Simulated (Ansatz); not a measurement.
A nudged elastic band was laid between two geometries of ClFH₄HfO₃ (10 atoms, charge 0, multiplicity 1).

The calculation used RKS PBE/def2-SVP (Ansatz 0.2.0).

| Quantity | Value |
| --- | --- |
| movable images | 5 |
| climbing image | yes |
| spring | 5.0 eV/Å² |
| optimiser | quadratic models (default) |
| start path | through a guess of the saddle point |
| force threshold | 0.03 eV/Å |
| iteration limit | 60 |
| end points | relaxed |

Initial state:

```xyz
10
Properties=species:S:1:pos:R:3
Hf 0.022 -0.012 0.206
Cl 0.080 -0.044 2.716
O 1.709 -0.240 -0.727
H 2.225 -0.833 -1.292
O -1.185 1.230 -0.659
H -1.424 1.921 -1.291
O -0.850 -1.712 -0.038
H -1.542 -2.364 -0.205
F 1.058 1.957 1.110
H 0.885 1.567 1.999
```

Final state:

```xyz
10
Properties=species:S:1:pos:R:3
Hf -0.136 0.397 -0.213
Cl 1.437 -0.476 3.158
O 1.609 -0.124 -0.849
H 2.455 -0.515 -1.095
O -1.032 1.446 -1.567
H -1.510 1.730 -2.355
O -1.225 -1.130 0.238
H -1.562 -1.992 0.511
F 0.066 1.551 1.376
H 0.873 0.584 2.613
```

What changes between the two ends?

Bonds broken: Hf1–Cl2, F9–H10. Bonds formed: Cl2–H10. ClFH4HfO3 becomes ClH + FH3HfO3.

Give the energies along the band, and the barrier.

The run converged. The highest image is number 3 of 0 to 6, 3.9 kcal/mol above the first end and 3.6 kcal/mol above the last; the last end lies 0.2 kcal/mol above the first. A vibrational analysis at the climbing image gives one clearly imaginary mode, 142i cm⁻¹: a first-order saddle point. The orbitals stay closed-shell, which can raise the energy where a bond breaks towards radicals; this wasn't checked here.

```csv
image,path coordinate (Å),energy (kcal/mol),Hf1–Cl2 (Å),F9–H10 (Å),Cl2–H10 (Å)
0,0.00,0.0,2.51,0.99,1.94
1,0.67,0.3,2.53,0.99,1.91
2,1.33,1.7,2.59,1.03,1.78
3,2.00,3.9,2.79,1.25,1.49
4,2.62,2.3,3.12,1.56,1.35
5,3.25,0.6,3.56,1.72,1.32
6,3.88,0.2,3.82,1.77,1.32
```

What is the geometry of the highest image?


```xyz
10
Properties=species:S:1:pos:R:3:forces:R:3
Hf 0.112 0.279 0.078 0.00 -0.01 -0.01
Cl 0.574 -0.366 2.749 0.00 -0.02 0.00
O 1.760 -0.238 -0.788 -0.01 -0.01 0.00
H 2.209 -0.725 -1.493 0.00 0.01 0.00
O -0.852 1.437 -1.148 0.00 0.00 0.00
H -1.577 1.447 -1.789 0.00 0.00 0.00
O -1.064 -1.259 0.070 0.00 0.00 0.01
H -1.497 -2.024 0.473 0.00 0.00 0.00
F 0.605 1.880 1.370 0.00 0.00 0.02
H 0.706 1.043 2.295 0.00 0.03 -0.02
```

What are the harmonic wavenumbers there?

142i, 35, 111, 120, 127, 161, 176, 187, 235, 263, 285, 300, 315, 365, 480, 663, 676, 696, 824, 1038, 1373, 3844, 3857, 3870 cm⁻¹.

The band took 22 iterations and roughly 11 core-minutes.

Run time: 3 min on 4 threads of Arm Neoverse V1, with other jobs on the host, peak memory 0.19 GiB.
